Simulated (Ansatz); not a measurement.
`S[SiH2]S` + `BO` → `BO[SiH2]S` + H₂S  (ligand exchange at the Si–S bond)

Program: Ansatz. Geometries: PBE0-D4/def2-TZVP. ΔE: electronic, gas phase. CCSD(T)/CBS adds triple-zeta CCSD(T) − MP2 to the extrapolated MP2 energy (def2 sets, frozen cores). This one scheme is used for every species. Functionals use def2-TZVPP. B3LYP here is the variant with VWN-RPA as its local correlation; programs differ in this. One conformer a species, not always the lowest.

`S[SiH2]S`:

```xyz
7

S     0.759   -0.607    1.521
Si    0.158   -0.100   -0.466
S    -1.959   -0.244   -0.600
H     1.912    0.082    1.444
H     0.667    1.259   -0.774
H     0.647   -1.060   -1.485
H    -2.184    0.670    0.360
```

`BO`:

Z-matrix (Å, degrees):
```
B
O 1 1.348
H 1 1.196 2 116.8
H 1 1.202 2 120.7 3 -180.0
H 2 0.961 1 113.5 3 180.0
```

`BO[SiH2]S`:

Z-matrix (Å, degrees):
```
Si
O 1 1.655
S 1 2.122 2 112.0
H 1 1.478 2 105.8 3 120.8
H 1 1.481 2 110.3 3 -117.0
B 2 1.349 1 131.3 3 98.3
H 3 1.344 1 94.4 2 70.8
H 6 1.203 2 120.0 1 2.8
H 6 1.198 2 118.0 1 -177.7
```

H₂S:

Z-matrix (Å, degrees):
```
S
H 1 1.341
H 1 1.341 2 92.3
```

```csv
level,ΔE (kJ/mol)
r2SCAN0-D4,-29.2
B3LYP,-34.6
r2SCAN0,-29.0
HF/CBS(def2),-51.7
```

(1) What does CCSD(T)/CBS give? (Best estimate.)

Largest T1 diagnostic among the species: 0.014.

Answers

(1) Computed: -32.1 kJ/mol. The listed levels differ from it by 2.9, -2.5, 3.1, -19.6 kJ/mol.

From PBE to PBE0 (25 % exact exchange), in def2-TZVPP and without D4, ΔE moves by −4.1 kJ/mol. In def2-TZVPP, CCSD(T) changes the Hartree–Fock value by +14.6 kJ/mol (the triples alone add +2.9 kJ/mol) and MP2 by +17.6 kJ/mol.
